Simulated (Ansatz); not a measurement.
Geometry optimisation of Au₂O₂⁻.

```yaml
crystal:
  periodic: [false, false, false]
  atoms:
    - {symbol: Au, position_ang: [0.411860, 0.474380, -0.020950]}
    - {symbol: Au, position_ang: [-1.158810, -1.543910, 0.121750]}
    - {symbol: O, position_ang: [-1.414410, 0.429690, -0.545390]}
    - {symbol: O, position_ang: [2.161360, 0.639840, 0.444590]}
basis:
  gaussian: {orbitals: def2-TZVPD}
total_charge: -1
magnetization: {spin_polarized: true, initial_magnetization: 1}
hamiltonian: {xc: pbe, dispersion: d4}
scf: {lower_state_search: "off"}
output: {orbitals: {seedname: orbitals}}
relax: {f_tol: 0.02, max_steps: 100}
```

```sh
$ ansatz run in.yaml --threads 4 --pin off --events-out ev --progress --plain --max-ram 3916MiB
```

Output, abridged:

```
Functional definition: PBE
mean field -11480.78444854 eV, -421.9110465288 hartree, gradient 2.8e-6 eV, S^2 1.318684; 0 other end points of the search recorded, 0 dependent functions left out
relax step   1: F+E_penalty+E_count = -11480.92476871 eV  Δ(F+E_penalty+E_count) = +0.000e0 eV  max|allowed force component| = 1.894e0 eV/Å  Δτ_max = 0.0000 Å  (68 SCF iters, accepted)
mean field -11481.23738924 eV, -421.9276917924 hartree, gradient 2.3e-6 eV, S^2 1.049545; 0 other end points of the search recorded, 0 dependent functions left out
relax step   2: F+E_penalty+E_count = -11481.37292287 eV  Δ(F+E_penalty+E_count) = -4.482e-1 eV  max|allowed force component| = 6.626e-1 eV/Å  Δτ_max = 0.1949 Å  (42 SCF iters, accepted)
mean field -11481.38867582 eV, -421.9332514716 hartree, gradient 1.7e-6 eV, S^2 0.953648; 0 other end points of the search recorded, 0 dependent functions left out
relax step   3: F+E_penalty+E_count = -11481.52035329 eV  Δ(F+E_penalty+E_count) = -1.474e-1 eV  max|allowed force component| = 5.799e-1 eV/Å  Δτ_max = 0.1950 Å  (41 SCF iters, accepted)
mean field -11481.49728504 eV, -421.9372427869 hartree, gradient 1.3e-6 eV, S^2 0.850684; 0 other end points of the search recorded, 0 dependent functions left out
relax step   4: F+E_penalty+E_count = -11481.62690019 eV  Δ(F+E_penalty+E_count) = -1.065e-1 eV  max|allowed force component| = 4.503e-1 eV/Å  Δτ_max = 0.1999 Å  (45 SCF iters, accepted)
mean field -11481.52759870 eV, -421.9383567933 hartree, gradient 3.0e-6 eV, S^2 0.857294; 0 other end points of the search recorded, 0 dependent functions left out
relax step   5: F+E_penalty+E_count = -11481.65512175 eV  Δ(F+E_penalty+E_count) = -2.822e-2 eV  max|allowed force component| = 2.198e-1 eV/Å  Δτ_max = 0.1249 Å  (35 SCF iters, accepted)
mean field -11481.53113230 eV, -421.9384866507 hartree, gradient 2.2e-6 eV, S^2 0.858878; 0 other end points of the search recorded, 0 dependent functions left out
relax step   6: F+E_penalty+E_count = -11481.65818808 eV  Δ(F+E_penalty+E_count) = -3.066e-3 eV  max|allowed force component| = 1.093e-1 eV/Å  Δτ_max = 0.0397 Å  (30 SCF iters, accepted)
mean field -11481.53145339 eV, -421.9384984505 hartree, gradient 2.6e-6 eV, S^2 0.859636; 0 other end points of the search recorded, 0 dependent functions left out
relax step   7: F+E_penalty+E_count = -11481.65854497 eV  Δ(F+E_penalty+E_count) = -3.569e-4 eV  max|allowed force component| = 2.958e-2 eV/Å  Δτ_max = 0.0082 Å  (30 SCF iters, accepted)
mean field -11481.53138715 eV, -421.9384960163 hartree, gradient 2.7e-6 eV, S^2 0.860598; 0 other end points of the search recorded, 0 dependent functions left out
relax step   8: F+E_penalty+E_count = -11481.65861399 eV  Δ(F+E_penalty+E_count) = -6.902e-5 eV  max|allowed force component| = 1.210e-2 eV/Å  Δτ_max = 0.0099 Å  (29 SCF iters, accepted)
Total energy: -11481.65865353 eV, -421.9431729695 hartree
Atom 0 at     0.639773     0.514834     0.034010 Å, force    -0.002966     0.003889    -0.002040 eV/Å
Atom 1 at    -1.840430    -1.705369    -0.030557 Å, force    -0.000885     0.006455    -0.002196 eV/Å
Atom 2 at    -1.186580     0.154047    -0.395623 Å, force    -0.005887    -0.012103     0.001896 eV/Å
Atom 3 at     2.387238     1.036487     0.392171 Å, force     0.009738     0.001759     0.002340 eV/Å
Dipole moment:    -0.699778    -0.535888    -0.045367 e Å
Checks for a lower state left out: stability, starts, cluster_reference, orbital_swaps, neighbouring_geometries, increment
```

It took 49 s on 4 threads of Intel Xeon on a shared host.

In the def2 sets Au takes a core potential; there is no spin–orbit coupling. Another isomer (doublet) lies 0.56 eV lower at PBE0-D4/def2-TZVPD; other spin states weren't run for this one.
